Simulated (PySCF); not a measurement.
CH5S, charge +1, singlet, at a GFN2-xTB geometry, with bond 5-1 at 1.3 times its length; CAMB3LYP/def2-SVP (PySCF).

PySCF was given this input:
```python
from pyscf import gto, scf, dft

mol = gto.Mole()
mol.atom = '''
    C    -0.03747748    1.18530286   -0.11525700
    S    -0.02095352   -0.61772925    0.15157957
    H     1.25160297   -0.85395482   -0.24996242
    H    -1.06827047    1.52354437   -0.03438541
    H     0.72140604    1.78167309    0.91843660
    H     0.37245221    1.44603148   -1.08584758
    H    -0.54194256   -0.98781933   -1.04342765
'''
mol.basis = 'def2-svp'
mol.charge = 1
mol.verbose = 4
mol.build()

mf = dft.RKS(mol)
mf.xc = 'camb3lyp'
mf.init_guess = 'sap'
mf.kernel()
mf.analyze()
```

It wrote (shortened):

```
PySCF version 2.14.0

[INPUT] verbose = 4
[INPUT] num. atoms = 7
[INPUT] num. electrons = 26
[INPUT] charge = 1
[INPUT] spin (= nelec alpha-beta = 2S) = 0
[INPUT] symmetry False subgroup None
[INPUT] Mole.unit = angstrom
[INPUT] Symbol           X                Y                Z      unit          X                Y                Z       unit  Magmom
[...]
nuclear repulsion = 63.4869225817439
number of shells = 29
number of NR pGTOs = 95
number of NR cGTOs = 57
basis = def2-svp
ecp = {}

******** <class 'pyscf.dft.rks.RKS'> ********
method = RKS
initial guess = sap
damping factor = 0
level_shift factor = 0
DIIS = <class 'pyscf.scf.diis.CDIIS'>
diis_start_cycle = 1
diis_space = 8
diis_damp = 0
SCF conv_tol = 1e-09
SCF conv_tol_grad = None
SCF max_cycles = 50
direct_scf = True
direct_scf_tol = 1e-13
XC library pyscf.dft.libxc version 7.1.2
    S. Lehtola, C. Steigemann, M. J. T. Oliveira, and M. A. L. Marques,  SoftwareX 7, 1–5 (2018)
XC functionals = camb3lyp
    T. Yanai, D. P. Tew, and N. C. Handy,  Chem. Phys. Lett. 393, 51 (2004)
radial grids:
    Treutler-Ahlrichs [JCP 102, 346 (1995); DOI:10.1063/1.469408] (M4) radial grids

becke partition: Becke, JCP 88, 2547 (1988); DOI:10.1063/1.454033
pruning grids: <function nwchem_prune>
grids dens level: 3
symmetrized grids: False
atomic radii adjust function: <function treutler_atomic_radii_adjust>
small_rho_cutoff = 0
Set gradient conv threshold to 3.16228e-05
Initial guess from superposition of atomic potentials (doi:10.1021/acs.jctc.8b01089)
This is the Gaussian fit version as described in doi:10.1063/5.0004046.
Found SAP basis sapgrasplarge

WARN: SAP basis coefficients must be equal or closeto total electronic charge: -27.000000000000004 !≃ 26
Check fails with value 1.0000000000000036

[...]
tot grids = 82040
init E= -437.931047530451
[...]
cycle= 1 E= -437.96022447787  delta_E= -0.0292  |g|= 1.56  |ddm|= 2.75
[...]
cycle= 2 E= -437.646108452491  delta_E= 0.314  |g|=  2.1  |ddm|= 2.87
[...]
cycle= 3 E= -438.782252190824  delta_E= -1.14  |g|= 0.122  |ddm|= 1.73
[...]
cycle= 4 E= -438.787064764443  delta_E= -0.00481  |g|= 0.0323  |ddm|= 0.163
[...]
cycle= 5 E= -438.787353120837  delta_E= -0.000288  |g|= 0.00593  |ddm|= 0.044
[...]
cycle= 6 E= -438.787365357568  delta_E= -1.22e-05  |g|= 0.00139  |ddm|= 0.0107
[...]
cycle= 7 E= -438.7873661091  delta_E= -7.52e-07  |g|= 0.000286  |ddm|= 0.00223
[...]
cycle= 8 E= -438.787366148808  delta_E= -3.97e-08  |g|= 5.83e-05  |ddm|= 0.000569
[...]
cycle= 9 E= -438.787366150715  delta_E= -1.91e-09  |g|= 1.12e-05  |ddm|= 0.000128
[...]
cycle= 10 E= -438.787366150771  delta_E= -5.62e-11  |g|= 2.87e-06  |ddm|= 2.07e-05
[...]
Extra cycle  E= -438.787366150775  delta_E= -3.64e-12  |g|= 1.47e-06  |ddm|= 5.77e-06
converged SCF energy = -438.787366150775
**** SCF Summaries ****
Total Energy =                        -438.787366150774801
Nuclear Repulsion Energy =              63.486922581743904
One-electron Energy =                 -722.066742229644660
Two-electron Energy =                  219.792453497125933
Two-electron Coulomb Energy =          252.336832414434468
DFT Exchange-Correlation Energy =      -32.544378917308528
HOMO-LUMO gap [eV] =                    12.612676920901745
**** MO energy ****
[...]
 ** Mulliken pop on meta-lowdin orthogonal AOs  **
 ** Mulliken pop  **
 ** Mulliken atomic charges  **
charge of    0C =     -0.31844
charge of    1S =      0.51329
charge of    2H =      0.15814
charge of    3H =      0.16966
charge of    4H =      0.15990
charge of    5H =      0.16290
charge of    6H =      0.15454

WARN: System has nonzero charge 1; the dipole moment is origin-dependent.
Location of origin: [0. 0. 0.]

Dipole moment(X, Y, Z, Debye):  0.71060, -0.23710, -1.17775
```
